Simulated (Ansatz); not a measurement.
Input for Ansatz (development build ahead of 0.2.0):

```yaml
crystal:
  periodic: [false, false, false]
  atoms:
    - { symbol: H, position_ang: [0.0, 0.0, -2.375] }
    - { symbol: H, position_ang: [0.0, 0.0, -1.425] }
    - { symbol: H, position_ang: [0.0, 0.0, -0.475] }
    - { symbol: H, position_ang: [0.0, 0.0, 0.475] }
    - { symbol: H, position_ang: [0.0, 0.0, 1.425] }
    - { symbol: H, position_ang: [0.0, 0.0, 2.375] }
basis:
  gaussian: { orbitals: def2-SVP }
hamiltonian:
  xc: hf
correlation:
  method: mp2
  frozen_orbitals: { H: 0 }
output:
  forces: true
```

The input is written out in the form of the current development build from the run's settings.

The run gave:

| Property | Result |
| --- | --- |
| Converged | yes |
| Reference energy | -3.24327 hartree |
| Correlation energy | -0.10079 hartree |
| Total energy | -3.34406 hartree |

Forces (eV/Å):
```csv
atom,Fx,Fy,Fz
H1,0.000,0.000,2.881
H2,0.000,0.000,-5.836
H3,0.000,0.000,5.175
H4,0.000,0.000,-5.175
H5,0.000,0.000,5.836
H6,0.000,0.000,-2.881
```

Caution: bonds are stretched, where a single reference can fail; stretched shape with no unrestricted run beside it, a lower state can exist.
